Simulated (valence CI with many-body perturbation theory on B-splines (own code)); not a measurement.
**Forbidden lines of Rh4+**

Computed by relativistic CI+MBPT: five valence electrons over a frozen Dirac-Fock core [Kr], radial functions for each j: 7 s, 7 p, 8 d, 6 f, 4 g, 1 h, with the one-electron correlation potential Σ1 (screened to all orders), the two-electron term Σ2, the three-electron term Σ3, Breit, model QED; selected single and double excitations, second order for the rest, scaled by the run's own slope (own B-spline code, finite nucleus).

No measured levels were compared; by estimate terms of the open shell hold to 2 to 4 % of their energy, and close levels can change places; different configurations can be misplaced against each other by 1,000 to 8,000 cm⁻¹. Core correlation moves these levels by up to 18000 cm⁻¹, and in measured spectra 5 to 20 % of such shifts remained as error; rates that hang on mixing are uncertain with them. Among the levels kept, up to 1900 cm⁻¹ of a level comes from second order outside the variational space, and about a tenth of that is noise between levels of different J, which matters for small intervals. Only levels of the ground parity were solved; by the run's estimate the other parity begins above the list, which can be wrong where configurations are misplaced.

Lines 1 to 50 of 120 in falling wavelength, among levels below 152900 cm⁻¹, chosen from the decays that carry over 1 % of a level's rate. Wavelengths and rates use the calculated energies, so an error of 2000 cm⁻¹ moves a line at 60660 Å by 120 % and its rate by three times that or more. Electric multipoles are in the length gauge, E1 and E2 with the static RPA response of the core. Weak lines are less certain than strong ones. Lines between different terms over intervals too small for the method are left out, as are lines whose strength nearly cancels. Intervals below about 2000 cm⁻¹, as at the head of this list, are uncertain by tens of per cent. Branching is blank where the lifetime is uncertain.

Names give the largest LS component (configuration and term), which can be under half, so a name can repeat, a term be missing and a line seem to break the LS rules; names also repeat where a configuration has a term twice. Letters in brackets count levels of one name in rising energy.

| λ vac (Å) | Upper | Lower | Type | A (s⁻¹) | Branch % |
| --- | --- | --- | --- | --- | --- |
| 1.117e+06 | 4d5 4G_9/2 | 4d5 4G_11/2 | M1 | 2.49e-05 | 3.9 |
| 6.715e+05 | 4d5 4G_11/2 | 4d5 4G_7/2 | E2 | 9.84e-15 |  |
| 4.194e+05 | 4d5 4G_9/2 | 4d5 4G_7/2 | M1 | 6.09e-04 | 95.8 |
| 2.537e+05 | 4d5 4G_7/2 | 4d5 4G_5/2 | M1 | 2.55e-03 | 85.1 |
| 1.293e+05 | 4d5 2I_13/2 | 4d5 2I_11/2 | M1 | 5.37e-03 | 20.4 |
| 1.037e+05 | 4d5 4P_1/2 | 4d5 4P_3/2 | M1 | 4.90e-02 | 98.1 |
| 90050 | 4d5 4F_5/2 | 4d5 4F_7/2 | M1 | 4.90e-02 | 1.9 |
| 60660 | 4d5 2G_7/2 [a] | 4d5 2H_9/2 | M1 | 1.60e-02 | 1.1 |
| 59710 | 4d5 4F_3/2 | 4d5 4F_5/2 | M1 | 1.55e-01 | 3.6 |
| 54530 | 4d5 4D_5/2 | 4d5 4D_7/2 | M1 | 1.12e-01 | 2.0 |
| 51700 | 4d5 4F_5/2 | 4d5 2D_3/2 [a] | M1 | 1.03e-01 | 3.9 |
| 38490 | 4d5 4D_1/2 | 4d5 4P_1/2 | M1 | 5.26e-01 | 72.3 |
| 33520 | 4d5 4D_7/2 | 4d5 4P_5/2 | M1 | 2.57e-01 | 52.8 |
| 33070 | 4d5 2H_9/2 | 4d5 4F_9/2 | M1 | 2.73e-01 | 5.6 |
| 32390 | 4d5 2H_9/2 | 4d5 4F_7/2 | M1 | 5.15e-02 | 1.1 |
| 31620 | 4d5 2F_5/2 [a] | 4d5 2F_7/2 [a] | M1 | 1.81e-01 | 1.9 |
| 28070 | 4d5 4D_1/2 | 4d5 4P_3/2 | M1 | 2.00e-01 | 27.5 |
| 27960 | 4d5 2G_9/2 [a] | 4d5 2H_9/2 | M1 | 4.86e-01 | 16.4 |
| 27710 | 4d5 4F_3/2 | 4d5 2D_3/2 [a] | M1 | 1.91e-01 | 4.4 |
| 27580 | 4d5 2G_7/2 [a] | 4d5 4F_5/2 | M1 | 7.56e-02 | 5.0 |
| 24000 | 4d5 4D_5/2 | 4d5 4P_3/2 | M1 | 1.04e-01 | 1.9 |
| 23950 | 4d5 2F_7/2 [a] | 4d5 2D_5/2 [a] | M1 | 5.43e-01 | 6.0 |
| 23360 | 4d5 4D_3/2 | 4d5 4P_3/2 | M1 | 5.50e-01 | 12.7 |
| 23280 | 4d5 2G_9/2 [a] | 4d5 2F_7/2 [a] | M1 | 1.68e-01 | 5.7 |
| 21400 | 4d5 2G_7/2 [a] | 4d5 4F_9/2 | M1 | 1.62e-01 | 10.8 |
| 21110 | 4d5 2G_7/2 [a] | 4d5 4F_7/2 | M1 | 3.68e-01 | 24.4 |
| 20760 | 4d5 4D_5/2 | 4d5 4P_5/2 | M1 | 2.67e-01 | 4.8 |
| 20280 | 4d5 4D_3/2 | 4d5 4P_5/2 | M1 | 1.73e-01 | 4.0 |
| 18370 | 4d5 4D_7/2 | 4d5 4G_9/2 | M1 | 6.56e-02 | 13.5 |
| 17590 | 4d5 4D_7/2 | 4d5 4G_7/2 | M1 | 9.36e-02 | 19.2 |
| 15740 | 4d5 2F_5/2 [a] | 4d5 2D_3/2 [a] | M1 | 4.54e-01 | 4.7 |
| 15280 | 4d5 2G_7/2 [a] | 4d5 2D_5/2 [a] | M1 | 5.86e-02 | 3.9 |
| 14010 | 4d5 2D_5/2 [a] | 4d5 4D_5/2 | M1 | 2.66e-01 | 2.4 |
| 13630 | 4d5 2F_5/2 [a] | 4d5 2D_5/2 [a] | M1 | 2.83e+00 | 29.4 |
| 11630 | 4d5 2H_9/2 | 4d5 2I_11/2 | M1 | 3.68e-01 | 7.5 |
| 11180 | 4d5 4F_7/2 | 4d5 4D_5/2 | M1 | 1.34e-01 | 10.9 |
| 11150 | 4d5 2D_5/2 [a] | 4d5 4D_7/2 | M1 | 1.52e-01 | 1.4 |
| 10060 | 4d5 4F_5/2 | 4d5 4D_3/2 | M1 | 7.36e-02 | 2.8 |
| 9945 | 4d5 4F_5/2 | 4d5 4D_5/2 | M1 | 7.59e-01 | 28.9 |
| 9895 | 4d5 2H_11/2 | 4d5 2I_13/2 | M1 | 1.06e+00 |  |
| 9334 | 4d5 2I_11/2 | 4d5 4G_9/2 | M1 | 1.10e-01 | 23.0 |
| 9277 | 4d5 4F_7/2 | 4d5 4D_7/2 | M1 | 2.85e-02 | 2.3 |
| 9257 | 4d5 2I_11/2 | 4d5 4G_11/2 | M1 | 3.69e-01 | 77.0 |
| 9223 | 4d5 4F_9/2 | 4d5 4D_7/2 | M1 | 6.78e-01 | 30.4 |
| 9191 | 4d5 2H_11/2 | 4d5 2I_11/2 | M1 | 2.47e+00 |  |
| 8846 | 4d5 2D_5/2 [a] | 4d5 4P_3/2 | M1 | 5.90e-01 | 5.4 |
| 8839 | 4d5 2F_7/2 [a] | 4d5 4D_5/2 | M1 | 1.12e-01 | 1.2 |
| 8831 | 4d5 2D_3/2 [a] | 4d5 4P_1/2 | M1 | 5.60e-01 | 13.1 |
| 8638 | 4d5 2I_13/2 | 4d5 4G_11/2 | M1 | 2.08e-02 | 79.2 |
| 8609 | 4d5 4F_3/2 | 4d5 4D_3/2 | M1 | 1.65e+00 | 38.0 |
